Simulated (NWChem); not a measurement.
Species: BHClF; SMILES FBCl

Computed with NWChem. Structure relaxed at the PBE0/def2-SVP level. Static field.

```
level                                  isotropic polarisability (bohr³)  anisotropy (bohr³)
-------------------------------------  --------------------------------  ------------------
PBE/def2-SVPD                                                      30.6                11.7
B3LYP/def2-SVPD                                                    29.5                10.9
CAM-B3LYP/def2-SVPD                                                29.1                10.4
LDA (Slater exchange, VWN5)/def2-SVPD                              30.8                11.8
```
